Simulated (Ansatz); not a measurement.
`BC(=C)BO` + H₂ → `BC(B)=C` + H₂O at 400 K and 1 bar (hydrogenolysis of a B–O bond).

Isolated molecules relaxed with PBE0-D4/def2-TZVP in Ansatz; ΔE leaves out vibrations. CBS: MP2 limit from def2 TZ/QZ plus the TZ coupled-cluster correction, frozen cores. This one scheme is used for every species. Each species was taken in one conformer, which may not be the lowest.

```
   species  CCSD(T)/CBS energy (Eh)  H − E (kJ/mol)  S (J/(mol·K))
`BC(=C)BO`               -204.49135           244.6          352.2
        H₂                 -1.17544            38.0          139.0
 `BC(B)=C`               -129.23883           220.5          327.8
       H₂O                -76.37941            69.8          198.6
```

H − E and S are ideal-gas, rigid-rotor, harmonic terms from PBE0-D4/def2-TZVP, for one conformer and one mirror image of each species. The MP2-based limit puts H₂ 0.8 mEh under its directly extrapolated value; such offsets cancel only in part. 1 Eh = 2625.50 kJ/mol, R = 8.31446 J/(mol·K).

**Question.** By hand: ΔE, ΔH, ΔS and ΔG.

**Answer.** ΔE = (-129.23883) + (-76.37941) − (-204.49135) − (-1.17544) = 0.04855 Eh = 127.5 kJ/mol. Δ(H − E) = 220.5 + 69.8 − 244.6 − 38.0 = 7.7, so ΔH = 135.2 kJ/mol. ΔS = 327.8 + 198.6 − 352.2 − 139.0 = 35.2 J/(mol·K). ΔG = 135.2 − 400 × (35.2)/1000 = 121.1 kJ/mol.

**Question.** By hand: the equilibrium constant, and the temperature at which ΔG would vanish if ΔH and ΔS stayed fixed.

**Answer.** log₁₀ K = −ΔG/(RT ln 10) = -15.8. ΔG = 0 at ΔH/ΔS = 3841 K, far beyond where these terms or the molecules hold.

ΔH outweighs TΔS. A doubt of 5 kJ/mol in ΔE shifts log₁₀ K by 0.7 here. Other conformers and mirror images would add mixing entropy, several J/(mol·K) or more a flexible species. These are equilibria of isolated gas molecules and say nothing of rates. Largest T1 diagnostic: 0.013 (customary marks: 0.02 for closed shells, 0.045 for open ones).
